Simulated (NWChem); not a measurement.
System: GeH3TeBr; SMILES Br[Te][GeH3]

```xyz
6

Te     1.0118     0.0280     0.0000
Br    -0.7424     1.8488     0.0000
Ge    -0.7350    -1.8591     0.0000
H      0.0866    -3.1619     0.0042
H     -1.6002    -1.7523     1.2644
H     -1.5956    -1.7579    -1.2681
```
Atoms are numbered in this order, from 1.

All runs use the structure optimised with PBE0/def2-SVP. Not confirmed as a minimum by frequencies. def2 effective core potentials on Te; no spin-orbit coupling.

Problem. List the 4 lowest vertical singlet excitations from PBE0/def2-SVPD with def2 effective core potentials on Te, TDA (NWChem).

Solution. 
```
state  energy (eV)  oscillator strength  leading excitation (squared amplitude)
-----  -----------  -------------------  --------------------------------------
S1            2.22                0.000                      HOMO → LUMO (1.00)
S2            3.73                0.003                    HOMO−1 → LUMO (0.99)
S3            4.11                0.005                    HOMO → LUMO+1 (0.98)
S4            4.58                0.001                    HOMO−2 → LUMO (0.98)
```
